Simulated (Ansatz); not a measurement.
Ansatz (a quantum-chemistry and plane-wave program) input file for F2H3MoNO2, SMILES [NH]=[Mo]([OH])([OH])([F])[F], multiplicity 1, PBE-D3(BJ)/def2-SVP. 

Ansatz 0.2 input:
```yaml
crystal:
  periodic: [false, false, false]
  atoms:
    - {symbol: Mo, position_ang: [0.03419231, -0.02291452, 0.03535658]}
    - {symbol: N, position_ang: [-0.02779129, -0.21203092, 1.72471016]}
    - {symbol: H, position_ang: [-0.08738241, -0.03838752, 2.72664688]}
    - {symbol: F, position_ang: [1.87418064, 0.03334258, -0.26817913]}
    - {symbol: F, position_ang: [-1.83090255, 0.20133385, -0.26361902]}
    - {symbol: O, position_ang: [0.06200864, 1.78643447, -0.53584168]}
    - {symbol: H, position_ang: [-0.78689329, 2.23170968, -0.67779564]}
    - {symbol: O, position_ang: [-0.11012432, -1.70335056, -0.77513445]}
    - {symbol: H, position_ang: [-0.37183958, -2.52345480, -0.33280643]}
basis:
  gaussian:
    orbitals: def2-SVP
hamiltonian:
  xc: pbe
  dispersion: d3bj
relax: {f_tol: 0.002, max_steps: 200}
```

It prints:

```
WARN ansatz: RAYON_NUM_THREADS=1 ignored (pool sized by the plan → 1); use --threads N
Functional definition: PBE
integrals: 0.06 GiB planned
1231 factors; their error is unknown
mean field: 0.34 GiB planned
mean field evaluation 1: about -12884.7881 eV, gradient 1.1e2 eV
mean field evaluation 2: about -12634.4719 eV, gradient 3.1e2 eV
mean field evaluation 4: about -12906.0111 eV, gradient 3.7e1 eV
mean field evaluation 8: about -12908.7146 eV, gradient 2.2e0 eV
mean field evaluation 16: about -12908.6770 eV, gradient 1.1e-2 eV
mean field -12908.67700272 eV, -474.3851300346 hartree, gradient 6.4e-5 eV, S^2 0.000000; 0 other end points of the search recorded, 0 dependent functions left out
the calculation of the forces begins
reference -12908.67707688 eV, -474.3851327598 hartree; 29, 29 occupied and 87, 87 virtual orbitals, 1231 factors
relax step   1: F+E_penalty+E_count = -12908.87553926 eV  Δ(F+E_penalty+E_count) = +0.000e0 eV  max|allowed force component| = 4.389e-1 eV/Å  Δτ_max = 0.0000 Å  (33 SCF iters, accepted)
these checks for a lower state are left out or cut short: starts, cluster_reference, orbital_swaps, neighbouring_geometries, increment
integrals: 0.06 GiB planned
1231 factors; their error is unknown
mean field: 0.34 GiB planned
mean field -12908.69098026 eV, -474.3856436996 hartree, gradient 1.0e-5 eV, S^2 0.000000; 0 other end points of the search recorded, 0 dependent functions left out
the calculation of the forces begins
reference -12908.69105443 eV, -474.3856464251 hartree; 29, 29 occupied and 87, 87 virtual orbitals, 1231 factors
relax step   2: F+E_penalty+E_count = -12908.88881566 eV  Δ(F+E_penalty+E_count) = -1.328e-2 eV  max|allowed force component| = 1.250e-1 eV/Å  Δτ_max = 0.0134 Å  (35 SCF iters, accepted)
these checks for a lower state are left out or cut short: starts, cluster_reference, orbital_swaps, neighbouring_geometries, increment
integrals: 0.06 GiB planned
1231 factors; their error is unknown
mean field: 0.34 GiB planned
mean field evaluation 32: about -12908.6921 eV, gradient 1.4e-1 eV
mean field -12908.69219367 eV, -474.3856882914 hartree, gradient 1.0e-5 eV, S^2 0.000000; 0 other end points of the search recorded, 0 dependent functions left out
the calculation of the forces begins
reference -12908.69226784 eV, -474.3856910172 hartree; 29, 29 occupied and 87, 87 virtual orbitals, 1231 factors
relax step   3: F+E_penalty+E_count = -12908.88999395 eV  Δ(F+E_penalty+E_count) = -1.178e-3 eV  max|allowed force component| = 4.708e-2 eV/Å  Δτ_max = 0.0085 Å  (35 SCF iters, accepted)
these checks for a lower state are left out or cut short: starts, cluster_reference, orbital_swaps, neighbouring_geometries, increment
integrals: 0.06 GiB planned
1231 factors; their error is unknown
mean field: 0.34 GiB planned
mean field -12908.69290069 eV, -474.3857142742 hartree, gradient 1.0e-5 eV, S^2 0.000000; 0 other end points of the search recorded, 0 dependent functions left out
the calculation of the forces begins
reference -12908.69297491 eV, -474.3857170014 hartree; 29, 29 occupied and 87, 87 virtual orbitals, 1231 factors
relax step   4: F+E_penalty+E_count = -12908.89080342 eV  Δ(F+E_penalty+E_count) = -8.095e-4 eV  max|allowed force component| = 5.420e-2 eV/Å  Δτ_max = 0.0158 Å  (35 SCF iters, accepted)
these checks for a lower state are left out or cut short: starts, cluster_reference, orbital_swaps, neighbouring_geometries, increment
integrals: 0.06 GiB planned
1231 factors; their error is unknown
mean field: 0.34 GiB planned
mean field -12908.69317366 eV, -474.3857243055 hartree, gradient 1.0e-5 eV, S^2 0.000000; 0 other end points of the search recorded, 0 dependent functions left out
the calculation of the forces begins
reference -12908.69324791 eV, -474.3857270341 hartree; 29, 29 occupied and 87, 87 virtual orbitals, 1231 factors
relax step   5: F+E_penalty+E_count = -12908.89122375 eV  Δ(F+E_penalty+E_count) = -4.203e-4 eV  max|allowed force component| = 3.470e-2 eV/Å  Δτ_max = 0.0177 Å  (34 SCF iters, accepted)
these checks for a lower state are left out or cut short: starts, cluster_reference, orbital_swaps, neighbouring_geometries, increment
integrals: 0.06 GiB planned
1231 factors; their error is unknown
mean field: 0.34 GiB planned
mean field -12908.69330469 eV, -474.3857291206 hartree, gradient 1.1e-5 eV, S^2 0.000000; 0 other end points of the search recorded, 0 dependent functions left out
the calculation of the forces begins
reference -12908.69337896 eV, -474.3857318502 hartree; 29, 29 occupied and 87, 87 virtual orbitals, 1231 factors
relax step   6: F+E_penalty+E_count = -12908.89143950 eV  Δ(F+E_penalty+E_count) = -2.157e-4 eV  max|allowed force component| = 1.610e-2 eV/Å  Δτ_max = 0.0077 Å  (35 SCF iters, accepted)
these checks for a lower state are left out or cut short: starts, cluster_reference, orbital_swaps, neighbouring_geometries, increment
integrals: 0.06 GiB planned
1231 factors; their error is unknown
mean field: 0.34 GiB planned
mean field evaluation 64: about -12908.6935 eV, gradient 1.1e-5 eV
mean field -12908.69346096 eV, -474.3857348637 hartree, gradient 1.1e-5 eV, S^2 0.000000; 0 other end points of the search recorded, 0 dependent functions left out
the calculation of the forces begins
reference -12908.69353525 eV, -474.3857375938 hartree; 29, 29 occupied and 87, 87 virtual orbitals, 1231 factors
relax step   7: F+E_penalty+E_count = -12908.89158577 eV  Δ(F+E_penalty+E_count) = -1.463e-4 eV  max|allowed force component| = 1.063e-2 eV/Å  Δτ_max = 0.0195 Å  (34 SCF iters, accepted)
these checks for a lower state are left out or cut short: starts, cluster_reference, orbital_swaps, neighbouring_geometries, increment
integrals: 0.06 GiB planned
1231 factors; their error is unknown
mean field: 0.34 GiB planned
mean field -12908.69353566 eV, -474.3857376087 hartree, gradient 1.1e-5 eV, S^2 0.000000; 0 other end points of the search recorded, 0 dependent functions left out
the calculation of the forces begins
reference -12908.69360995 eV, -474.3857403390 hartree; 29, 29 occupied and 87, 87 virtual orbitals, 1231 factors
relax step   8: F+E_penalty+E_count = -12908.89165619 eV  Δ(F+E_penalty+E_count) = -7.042e-5 eV  max|allowed force component| = 2.409e-2 eV/Å  Δτ_max = 0.0043 Å  (36 SCF iters, accepted)
these checks for a lower state are left out or cut short: starts, cluster_reference, orbital_swaps, neighbouring_geometries, increment
integrals: 0.06 GiB planned
1231 factors; their error is unknown
mean field: 0.34 GiB planned
mean field -12908.69358819 eV, -474.3857395391 hartree, gradient 1.1e-5 eV, S^2 0.000000; 0 other end points of the search recorded, 0 dependent functions left out
the calculation of the forces begins
reference -12908.69366248 eV, -474.3857422692 hartree; 29, 29 occupied and 87, 87 virtual orbitals, 1231 factors
relax step   9: F+E_penalty+E_count = -12908.89167856 eV  Δ(F+E_penalty+E_count) = -2.236e-5 eV  max|allowed force component| = 8.460e-3 eV/Å  Δτ_max = 0.0063 Å  (36 SCF iters, accepted)
these checks for a lower state are left out or cut short: starts, cluster_reference, orbital_swaps, neighbouring_geometries, increment
integrals: 0.06 GiB planned
1231 factors; their error is unknown
mean field: 0.34 GiB planned
mean field -12908.69358017 eV, -474.3857392446 hartree, gradient 9.8e-6 eV, S^2 0.000000; 0 other end points of the search recorded, 0 dependent functions left out
the calculation of the forces begins
reference -12908.69365447 eV, -474.3857419750 hartree; 29, 29 occupied and 87, 87 virtual orbitals, 1231 factors
relax step  10: F+E_penalty+E_count = -12908.89169833 eV  Δ(F+E_penalty+E_count) = -1.977e-5 eV  max|allowed force component| = 5.001e-3 eV/Å  Δτ_max = 0.0041 Å  (27 SCF iters, accepted)
these checks for a lower state are left out or cut short: starts, cluster_reference, orbital_swaps, neighbouring_geometries, increment
integrals: 0.06 GiB planned
1231 factors; their error is unknown
mean field: 0.34 GiB planned
mean field -12908.69358901 eV, -474.3857395692 hartree, gradient 2.0e-5 eV, S^2 0.000000; 0 other end points of the search recorded, 0 dependent functions left out
the calculation of the forces begins
reference -12908.69366331 eV, -474.3857422997 hartree; 29, 29 occupied and 87, 87 virtual orbitals, 1231 factors
relax step  11: F+E_penalty+E_count = -12908.89170124 eV  Δ(F+E_penalty+E_count) = -2.909e-6 eV  max|allowed force component| = 2.002e-3 eV/Å  Δτ_max = 0.0015 Å  (26 SCF iters, accepted)
these checks for a lower state are left out or cut short: starts, cluster_reference, orbital_swaps, neighbouring_geometries, increment
integrals: 0.06 GiB planned
1231 factors; their error is unknown
mean field: 0.34 GiB planned
mean field -12908.69359033 eV, -474.3857396178 hartree, gradient 4.6e-5 eV, S^2 0.000000; 0 other end points of the search recorded, 0 dependent functions left out
the calculation of the forces begins
reference -12908.69366463 eV, -474.3857423483 hartree; 29, 29 occupied and 87, 87 virtual orbitals, 1231 factors
relax step  12: F+E_penalty+E_count = -12908.89170163 eV  Δ(F+E_penalty+E_count) = -3.951e-7 eV  max|allowed force component| = 8.358e-4 eV/Å  Δτ_max = 0.0003 Å  (21 SCF iters, accepted)
integrals: 0.06 GiB planned
1231 factors; their error is unknown
mean field: 0.34 GiB planned
mean field evaluation 96: about -12908.6936 eV, gradient 4.6e-5 eV
mean field -12908.69359033 eV, -474.3857396178 hartree, gradient 4.6e-5 eV, S^2 0.000000; 1 other end points of the search recorded, 0 dependent functions left out
the calculation of the forces begins
reference -12908.69366463 eV, -474.3857423483 hartree; 29, 29 occupied and 87, 87 virtual orbitals, 1231 factors
Total energy: -12908.89177593 eV, -474.3930228045 hartree
Atom 0 at     0.021570    -0.023424     0.027726 Å, force     0.000098     0.000267    -0.000836 eV/Å
Atom 1 at    -0.036912    -0.236862     1.728559 Å, force     0.000337    -0.000372     0.000317 eV/Å
Atom 2 at    -0.085365    -0.041788     2.734188 Å, force    -0.000441     0.000155     0.000050 eV/Å
Atom 3 at     1.869927     0.027995    -0.272804 Å, force    -0.000002     0.000308    -0.000100 eV/Å
Atom 4 at    -1.844151     0.231628    -0.272259 Å, force     0.000026    -0.000421     0.000197 eV/Å
Atom 5 at     0.078345     1.798966    -0.541147 Å, force     0.000048    -0.000079     0.000148 eV/Å
Atom 6 at    -0.790640     2.226618    -0.675293 Å, force     0.000352    -0.000303    -0.000053 eV/Å
Atom 7 at    -0.134233    -1.708985    -0.801478 Å, force    -0.000414     0.000443     0.000340 eV/Å
Atom 8 at    -0.323092    -2.521464    -0.294156 Å, force    -0.000005     0.000003    -0.000062 eV/Å
Dipole moment:    -0.280311    -0.221734     0.509840 e Å
```

Self-consistency was reached.

Cost: about 50 core-seconds (a rough figure).
